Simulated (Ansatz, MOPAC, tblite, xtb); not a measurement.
# SnIF3 (SMILES [F][Sn]([F])([F])[I]): methods side by side

SnIF3: 5 atoms, total charge 0, spin state singlet. SMILES: `[F][Sn]([F])([F])[I]`. The coordinates come from a PBE0-D4/def2-TZVP relaxation.

Quantity: the dipole moment, in D. The values are calculated.

| level | kind | program | value (D) | less CCSD(T)/def2-SVP | CPU time |
| --- | --- | --- | --- | --- | --- |
| PM7 | semi-empirical | MOPAC | 1.74 | -1.28 | under 2 s |
| GFN1-xTB | semi-empirical | tblite | 5.37 | +2.35 | under 2 s |
| GFN0-xTB | semi-empirical | xtb | 4.28 | +1.26 | under 2 s |
| IPEA1-xTB | semi-empirical | tblite | 4.50 | +1.48 | under 2 s |
| HF/def2-SVP (core potential) | Hartree–Fock | Ansatz | 3.42 | +0.40 | 7.9 s |
| PBE/def2-SVP (core potential) | GGA | Ansatz | 2.73 | -0.29 | 10 s |
| PBE0/def2-SVP (core potential) | global hybrid | Ansatz | 3.00 | -0.02 | 13 s |
| MP2/def2-SVP (core potential) | perturbation theory | Ansatz | 2.87 | -0.15 | 16 s |
| CCSD(T)/def2-SVP (core potential) | coupled cluster or CI | Ansatz | 3.02 | 0.00 | 37 s |

Differences are taken from CCSD(T)/def2-SVP (core potential) for orientation; it has basis-set and higher-order errors of its own. The values span 1.74 to 5.37 D. In the correlated wave-function rows the outer d shell of I, Sn is correlated, in sets not made for it. Times are those of the runs behind each value, whatever else they computed, on shared processors of several kinds: orders of magnitude only.
